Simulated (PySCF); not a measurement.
# Electron correlation in Sr (strontium, neutral)

[Kr] 5s2, closed-shell 1S. Computed with PySCF 2.14 in x2c-TZVPPall (8s6p6d2f1g, 79 functions), with scalar relativity by spin-free X2C-1e. Frozen: [Ar] 3d10; 10 electrons correlated.

```csv
level,correlation energy (mhartree)
CCSD,-233.86
(T),-7.97
CCSD(T),-241.83
```

Diagnostics: T1 = 0.021, D1 = 0.0651, largest double amplitude 0.093.

**Question.** Is a single reference adequate?

**Answer.** Mostly. T1 lies below 0.03, but a double amplitude of this size points to a near-degeneracy that CCSD handles and MP2 describes poorly.

This basis was not built for core-valence correlation, so the inner-shell part is incomplete.
